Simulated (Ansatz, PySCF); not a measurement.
Gas-phase reaction in SMILES: CN(C)[SiH3] + H+ → C[NH+](C)[SiH3]
Each molecule is optimised on its own at B3LYP-D3(BJ)/def2-TZVP (Ansatz, a first-principles code). Frequencies are from Ansatz or PySCF.

Property: proton affinity (enthalpy at 298 K, with B3LYP-D3(BJ) rigid-rotor harmonic-oscillator terms), positive where the reaction releases energy, in kJ/mol. Correlated levels leave the core frozen unless marked. No spin-orbit coupling. No relativistic terms. CBS(X,Y): correlation extrapolated as X^-3; Hartree-Fock from the larger set. [CCSD(T)-MP2]/basis is that difference in the basis named.

RI-MP2/CBS(cc-pV(T+d)Z,cc-pV(Q+d)Z)+[CCSD(T)-MP2]/cc-pV(T+d)Z (Ansatz) gives 924.2 kJ/mol.

Q: Another calculation gave 917.0 kJ/mol. Which level was it?
A) SVWN5/def2-TZVPD (Ansatz)
B) HF/def2-TZVPD (PySCF)
C) B2PLYP/def2-TZVPD (Ansatz)

A: C, B2PLYP/def2-TZVPD (Ansatz). The others give 881.4 (SVWN5), 937.8 (HF) kJ/mol.
